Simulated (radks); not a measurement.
Values are calculated unless marked as measured or tabulated.
Er II, 67 electrons, occupied as [Xe] 4f12 6s1 (the NIST ground configuration).

Code: a radial shooting solver on a logarithmic mesh with Libxc functionals. Model: Dirac Kohn-Sham, PBE, spin-unpolarised, spherical densities, finite nucleus; open shells fill j = l - 1/2 first; Fermi nuclear charge, rms radius 5.2516 fm.

Energy parts (eV):
part                      energy
total                 -356419.44
kinetic                393309.87
electron-nucleus      -881399.76
Hartree                139265.70
exchange-correlation    -7595.25

Orbitals (lengths in bohr, moments of r in powers of bohr; r(max) is where P^2 peaks):
| orbital | occ. | eigenvalue (eV) | r(max) |
|---|---|---|---|
| 1s1/2 | 2 | -57300.42 | 0.01286 |
| 2s1/2 | 2 | -9626.414 | 0.07342 |
| 2p1/2 | 2 | -9170.278 | 0.05512 |
| 2p3/2 | 4 | -8253.423 | 0.06134 |
| 3s1/2 | 2 | -2161.783 | 0.2074 |
| 3p1/2 | 2 | -1961.389 | 0.1950 |
| 3p3/2 | 4 | -1768.820 | 0.2080 |
| 3d3/2 | 4 | -1425.743 | 0.1642 |
| 3d5/2 | 6 | -1383.656 | 0.1679 |
| 4s1/2 | 2 | -431.5941 | 0.4743 |
| 4p1/2 | 2 | -351.4735 | 0.4765 |
| 4p3/2 | 4 | -308.1589 | 0.5042 |
| 4d3/2 | 4 | -176.2358 | 0.5070 |
| 4d5/2 | 6 | -168.3662 | 0.5159 |
| 5s1/2 | 2 | -58.3763 | 1.114 |
| 5p1/2 | 2 | -36.8203 | 1.217 |
| 5p3/2 | 4 | -31.4672 | 1.305 |
| 4f5/2 | 6 | -10.2558 | 0.5068 |
| 4f7/2 | 6 | -9.1736 | 0.5123 |
| 6s1/2 | 1 | -9.0547 | 3.151 |

The highest occupied level is 6s1/2 at -9.055 eV. The electron density at the nucleus is 8.728e+05 e/bohr^3. The density falls to 0.001 e/bohr^3 at r = 4.38 bohr. Summed over all electrons, <r^2> = 52.61 bohr^2, which gives a Langevin (diamagnetic) susceptibility term of -41.7 x 10^-6 cm^3/mol. For comparison, the ionisation energy in NIST's Atomic Spectra Database is 11.92 eV (semi-empirical). In exact Kohn-Sham theory the highest level is minus the ionisation energy, but local and semilocal functionals leave it too shallow, through self-interaction and a potential that decays too fast; potentials with the right tail come closer.

Beside tabulated values, note that spin-unpolarised runs miss the spin-polarisation part of the exchange energy of open shells.
